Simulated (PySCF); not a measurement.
One molecule, one basis, several functionals.

Compound: C₂H₂BCl₃.
InChI=1S/C2H2BCl3/c4-2-1-3(5)6/h1-2H/b2-1+

Torsions of this conformer, `[Cl:1]/[CH:2]=[CH:3]/[B:4]([Cl:5])[Cl:6]`: C2–C3–B4–Cl5 -1°.

PySCF, def2-SVPD basis, density fitting, gas phase, PBE0-D3(BJ)/def2-SVP geometry; singlet excitations by full TDDFT with frozen cores, triplets by Tamm–Dancoff TDDFT and ionisation energies by ΔSCF, from the lowest of the holes tried. One functional is left out:

```
functional  exact exchange (%)  HOMO energy (eV)  LUMO energy (eV)  lowest singlet excitation (eV)  lowest triplet excitation (eV)  dipole moment (D)  mean polarisability (au)  vertical ionisation energy (eV)
       LDA                   0             -7.28             -3.57                            4.38                            3.39              1.026                      89.4                            10.18
       PBE                   0             -7.12             -3.35                            4.47                            3.30              1.019                      88.8                             9.97
     B3LYP                  20             -7.99             -2.67                            5.08                            3.38              0.963                      85.7                            10.16
 BHandHLYP                  50             -9.21             -1.49                            5.51                            3.38              0.915                      81.7                            10.20
```

Problem. Predict the row of PBE0 (25 % exact exchange) by straight lines through the other rows, and check it.

Solution. 
| property | line | computed | computed − line | B3LYP (20 %), for comparison |
| --- | --- | --- | --- | --- |
| HOMO energy (eV) | -8.20 | -8.25 | -0.05 | -7.99 |
| LUMO energy (eV) | -2.47 | -2.53 | -0.06 | -2.67 |
| lowest singlet excitation (eV) | 5.03 | 5.18 | +0.15 | 5.08 |
| lowest triplet excitation (eV) | 3.37 | 3.35 | -0.02 | 3.38 |
| dipole moment (D) | 0.964 | 0.960 | -0.004 | 0.963 |
| mean polarisability (au) | 85.3 | 84.6 | -0.7 | 85.7 |
| vertical ionisation energy (eV) | 10.15 | 10.21 | +0.06 | 10.16 |

Problem. Which of these properties follows the share of exact exchange most closely, and which least?

Solution. Most closely the HOMO energy, least the lowest triplet excitation; the correlations over the tabulated rows are HOMO energy -0.998, mean polarisability -0.996, LUMO energy 0.995, dipole moment -0.986, lowest singlet excitation 0.976, vertical ionisation energy 0.568, lowest triplet excitation 0.412. The HOMO energy moves by -0.402 eV for every 10 %. Functionals with the same share still differ in their other parts: at 0 % LDA and PBE differ by 0.16 eV in it.
